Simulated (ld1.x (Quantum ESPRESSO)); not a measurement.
samarium, ultrasoft: configuration errors across variants

```json
{
 "Element": "Sm",
 "Generator": "ld1.x (Quantum ESPRESSO) 7.5",
 "Type": "ultrasoft",
 "Functional": "PBEsol",
 "Relativity": "scalar-relativistic",
 "Frozen core": "[Kr] 4d10 4f6",
 "Valence charge": "10",
 "Reference configuration": "5s2 5p6 5d0 6s2 6p0",
 "Partial waves": "5s (bound): rcut 2.20, rcutus 2.70 bohr; 6s (bound): rcut 2.20, rcutus 2.70 bohr; 5p (bound): rcut 2.20, rcutus 2.65 bohr; 6p (bound, empty): rcut 2.20, rcutus 2.65 bohr; 5d (bound, empty): rcut 3.15, rcutus 3.85 bohr; 5d channel at 3.2 Ry: rcut 3.15, rcutus 3.85 bohr",
 "Local potential": "all-electron potential smoothed inside 2.25 bohr (lloc = -1)",
 "Core correction": "Bessel-smoothed model core, default radius (core density twice the valence density)",
 "Augmentation charge": "PSQ, radius 2.40 bohr"
}
```

All-electron excitation energies from the reference (eV): (1) 5s2 5p6 5d0 6s1 6p0 5.963; (2) 5s2 5p6 5d0 6s1.5 6p0 2.379; (3) 5s2 5p6 5d0 6s0 6p2 5.034.

The overlap operator is not positive definite (basis up to 400 Ry) in “base”, “all radii but the core radius scaled by about 1.10 (s 2.96, p 2.92, d 4.24 bohr, rcut 2.42/2.42/3.46); local potential all-electron potential smoothed inside 2.48 bohr (lloc = -1); augmentation PSQ, radius 2.64 bohr”, “all radii but the core radius scaled by about 1.23 (s 3.32, p 3.24, d 4.72 bohr, rcut 2.70/2.70/3.86); local potential all-electron potential smoothed inside 2.76 bohr (lloc = -1); augmentation PSQ, radius 2.94 bohr”, “all radii but the core radius scaled by about 1.33 (s 3.60, p 3.52, d 5.12 bohr, rcut 2.92/2.92/4.20); local potential all-electron potential smoothed inside 3.00 bohr (lloc = -1); augmentation PSQ, radius 3.20 bohr”. Such files are unfit for use, however small their errors in these radial tests.

Tests that are not counted but printed errors over 1 eV. “base”: 5s2 5p6 5d0 6s0 6p0 (solver errors, printed error -453 eV).

1 further variants failed, have other tests or too few solved ones, and are left out.

Errors AE − PS in meV (a dash: test not solved or not reliable):

| change | (1) | (2) | (3) | bound ghosts |
| --- | --- | --- | --- | --- |
| base | -35 | -6.8 | -5625 | not determined (overlap not positive) |
| all radii but the core radius scaled by about 1.10 (s 2.96, p 2.92, d 4.24 bohr, rcut 2.42/2.42/3.46); local potential all-electron potential smoothed inside 2.48 bohr (lloc = -1); augmentation PSQ, radius 2.64 bohr | – | – | – | not determined (overlap not positive) |
| all radii but the core radius scaled by about 1.23 (s 3.32, p 3.24, d 4.72 bohr, rcut 2.70/2.70/3.86); local potential all-electron potential smoothed inside 2.76 bohr (lloc = -1); augmentation PSQ, radius 2.94 bohr | – | – | – | not determined (overlap not positive) |
| all radii but the core radius scaled by about 1.33 (s 3.60, p 3.52, d 5.12 bohr, rcut 2.92/2.92/4.20); local potential all-electron potential smoothed inside 3.00 bohr (lloc = -1); augmentation PSQ, radius 3.20 bohr | – | – | – | not determined (overlap not positive) |

**Question.** Give the same row for: all radii but the core radius scaled by about 0.90 (s 2.42, p 2.38, d 3.46 bohr, rcut 1.98/1.98/2.84); local potential all-electron potential smoothed inside 2.02 bohr (lloc = -1); augmentation PSQ, radius 2.16 bohr.

**Answer.** -28, -5.9, -95; bound ghosts: none.
